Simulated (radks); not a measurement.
Spherical jellium clusters: N electrons in a uniform positive sphere of charge N and radius rs N^(1/3), rs = 2.39 bohr. Calculated with a radial shooting solver with Libxc functionals: non-relativistic Kohn-Sham, PBE, spin-polarised, spherical densities. Levels are named by radial order and angular momentum (1s, 1p, 1d, 2s, ...), and open shells are averaged over m.

N = 29, configuration 1s2 1p6 1d10 2s2 1f(up 7, down 2). This is the lowest configuration that the search found. Occupied and some empty levels:

level,occupation,eigenvalue (eV),<r> (bohr)
1s up,1,-10.385,4.278
1s down,1,-10.229,4.083
1p up,3,-8.4649,5.257
1p down,3,-8.1238,5.115
1d up,5,-6.2127,5.947
1d down,5,-5.7475,5.866
2s up,1,-5.5429,5.091
2s down,1,-5.2376,5.173
1f up,7,-3.6882,6.577
1f down,2,-3.1566,6.563
2p up,0,-2.7919,6.389
2p down,0,-2.5141,6.462
1g up,0,-1.0146,7.382
1g down,0,-0.48408,7.530

Energy (eV): total -28.3336, kinetic 130.93, external -3639.0, Hartree 1774.4, exchange-correlation -164.55, background 1870.0.
